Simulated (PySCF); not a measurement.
# Steps of a relaxation of Tl(OH)3

Tl(OH)3 (singlet). PySCF 2.14.0, RKS r2SCAN, Tl def2-SVP with ECP60, O def2-SVP, H def2-SVP; non-relativistic Hamiltonian with scalar-relativistic core potentials where named; density fitting; no spin-orbit coupling. Origin of the start: template. Columns: position (Å) and force (eV/Å). Energies are counted from the last step; some of the 28 steps are shown. Forces carry noise of the integration grid, about 0.01 to 0.03 eV/Å.

Run from Python with OMP_NUM_THREADS=2. Where DIIS fails, smearing, a level shift and second-order steps follow.
It took 2.5 min on 2 threads of AMD EPYC 7R43 64-Core Processor (Zen 3) (shared host), from the converged density of the start.

```xyz
7
step 0  E = 2.571 eV
Tl   -0.1312    0.0004    0.0013    -2.00   -0.09    0.19
O    -0.1312    0.0004    1.9637     0.87   -0.28    1.49
H    -0.4693    0.0910    2.8637    -1.02    0.19   -0.70
O    -0.1312    0.0004   -1.9611     0.94    0.25   -1.91
H    -0.4693   -0.0902   -2.8611    -1.11   -0.14    0.58
O     1.8312    0.0004    0.0013     3.02    0.10    0.76
H     2.7312   -0.0902   -0.3368    -0.70   -0.04   -0.41
```

```xyz
7
step 9  E = 0.224 eV
Tl    0.2884   -0.0032    0.0264    -0.12    0.00    0.37
O    -0.1298   -0.0684    2.0599    -0.14    0.02    0.11
H    -1.0442    0.1272    2.3240    -0.01   -0.01   -0.35
O    -0.0217    0.0360   -2.0238    -0.01    0.00   -0.25
H    -0.9413   -0.0844   -2.3068    -0.10    0.00    0.25
O     2.3580   -0.0015    0.2426     0.30   -0.04   -0.07
H     2.7206   -0.0937   -0.6510     0.09    0.03   -0.06
```

```xyz
7
step 18  E = 0.006 eV
Tl    0.6548   -0.0301    0.1988    -0.05    0.00   -0.06
O    -0.4540   -0.0843    1.9570    -0.09    0.03    0.09
H    -1.3746    0.1431    1.7395     0.13   -0.04   -0.06
O    -0.1322    0.0199   -1.7680     0.08    0.01    0.09
H    -1.0939   -0.0433   -1.6754    -0.12   -0.01   -0.04
O     2.7278   -0.0652    0.0864    -0.01    0.01    0.06
H     2.9020   -0.0282   -0.8671     0.07   -0.01   -0.08
```

Where does the relaxation end?

It converges at step 27 in nearly Cs:
```xyz
7
step 27  E = 0
Tl    0.6562   -0.0205    0.1857
O    -0.4323   -0.0053    1.9629
H    -1.3663    0.0519    1.7036
O    -0.1660    0.0120   -1.7609
H    -1.1325   -0.0116   -1.6771
O     2.7318   -0.0525    0.1030
H     2.9390   -0.0621   -0.8460
```

How did the contacts change?


| contact | start (Å) | end (Å) |
| --- | --- | --- |
| Tl1–O2 (OH) | 1.962 | 2.084 |
| Tl1–O4 (OH) | 1.962 | 2.113 |
| Tl1–O6 (OH) | 1.962 | 2.077 |


No frequency check is given that shows the relaxed geometry to be a minimum.
